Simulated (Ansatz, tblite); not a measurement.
Series (HCdX)2: vertical triplet (eV) at several levels, gas phase, relaxed structures; Ansatz, xTB through tblite. Core potentials for Cd in the def2 sets, no spin–orbit coupling. xTB has no spin-polarisation term. The structures are stationary points that may keep the symmetry of their start. Remarks come from the PBE and PBE0 runs and from stability tests at other levels; not every state was tested. HOMO above LUMO (over both spins in singlets and doublets, within one spin in higher multiplets; at PBE or PBE0), or a gap under 0.15 eV within one spin, warns that the state may not be the lowest or that an electron is smeared out.

```tsv
species	state	geometry	PBE-D4/def2-TZVP	r2SCAN-D4/def2-TZVP	PBE0-D4/def2-TZVP	remarks
(HCd-mu-Br)2 (Cd2H2Br2)	singlet	r2SCAN-D4/def2-SVP	4.76	5.02	5.17	gap within one spin near zero at PBE or PBE0 (triplet)
(HCd-mu-Cl)2 (Cd2H2Cl2)	singlet	PBE-D4/def2-SVP	4.90	5.17	5.31	–
(HCd-mu-F)2 (Cd2H2F2)	singlet	PBE0-D4/def2-SVP	5.15	5.47	5.64	–
(HCd-mu-OH)2 (Cd2O2H4)	singlet	B3LYP-D4/def2-SVP	4.77	5.14	5.48	gap within one spin near zero at PBE or PBE0 (triplet)
(HCd-mu-NH2)2 (Cd2N2H6)	singlet	PBE-D4/def2-SVP	4.21	4.47	4.81	–
```

(1) Estimate the column for GFN1-xTB.

(1) (HCd-mu-Br)2 (Cd2H2Br2) 5.64; (HCd-mu-Cl)2 (Cd2H2Cl2) 5.80; (HCd-mu-F)2 (Cd2H2F2) 4.94; (HCd-mu-OH)2 (Cd2O2H4) 5.57; (HCd-mu-NH2)2 (Cd2N2H6) 4.62.

Over the 5 species that have every level, the mean is 5.31 at GFN1-xTB, 4.76 at PBE-D4/def2-TZVP, 5.06 at r2SCAN-D4/def2-TZVP, 5.28 at PBE0-D4/def2-TZVP.
